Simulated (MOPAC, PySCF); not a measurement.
HF$_{3}$Si, SMILES `F[SiH](F)F`, neutral singlet in the gas phase. 

Cartesian coordinates (Å):
```xyz
5

F     -0.9916    -1.0892    -0.5105
Si     0.0080    -0.0065     0.0394
F     -0.6395     1.4118    -0.1674
F      1.3270    -0.0751    -0.8146
H      0.2960    -0.2410     1.4530
```
Charge 0, spin multiplicity 1.

All levels are single points at this geometry (PBE0-D3(BJ)/def2-TZVP); Pople sets use spherical d functions. Orbital energies aren't observables, and empty levels follow the basis.

```
level                            HOMO (eV)  LUMO (eV)  gap (eV)  dipole (D)  vertical IE, Delta-SCF (eV)
-------------------------------  ---------  ---------  --------  ----------  ---------------------------
PBE-D3(BJ)/def2-TZVP in PySCF        -9.55       0.15      9.70        1.20                        13.46
TPSSh-D3(BJ)/def2-TZVP in PySCF     -10.43       0.73     11.16        1.24                        13.79
B3LYP/3-21G in PySCF                -10.54       1.46     12.00        1.56                            –
B3LYP/6-31G* in PySCF               -10.71       1.46     12.17        1.26                        13.86
BP86/6-31G* in PySCF                 -9.33       0.83     10.16        1.15                            –
M06-2X/6-31G* in PySCF              -12.53       2.53     15.06        1.33                            –
PBE/6-31G* in PySCF                  -9.22       0.79     10.00        1.14                        13.20
HF/3-21G in PySCF                   -15.29       5.74     21.03        1.96                            –
AM1 in MOPAC                        -12.05       1.12     13.18        1.11                            –
```
